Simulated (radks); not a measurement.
Values are calculated unless marked as measured or tabulated.
The mean radii <r> (bohr) of the occupied orbitals of an atom or ion are listed with their occupations. Code: a radial shooting solver on a logarithmic mesh with Libxc functionals. Model: Dirac Kohn-Sham, PBE, spin-unpolarised, spherical densities, finite nucleus; Fermi nuclear charge, rms radius of each element as measured or else 0.836 A^(1/3) + 0.57 fm.

| orbital | occ. | <r> |
|---|---|---|
| 1s1/2 | 2 | 0.05213 |
| 2s1/2 | 2 | 0.2350 |
| 2p1/2 | 2 | 0.2041 |
| 2p3/2 | 4 | 0.2074 |
| 3s1/2 | 2 | 0.7118 |
| 3p1/2 | 2 | 0.7421 |
| 3p3/2 | 4 | 0.7530 |
| 3d3/2 | 4 | 1.040 |
| 3d5/2 | 6 | 1.053 |
| 4s1/2 | 1 | 2.936 |

Name the element and its charge. Open shells, if any, fill j = l - 1/2 first.

Answer. Z = 29, copper, charge 0: Cu in [Ar] 3d10 4s1. The 1s radius gives Z: for a bare nucleus <r> = (2 gamma + 1)/(2Z) with gamma = sqrt(1 - (Z/c)^2), 0.05094 bohr for Z = 29, and screening makes it slightly larger (0.05213 here). The occupations add up to 29, and the charge is Z minus that.
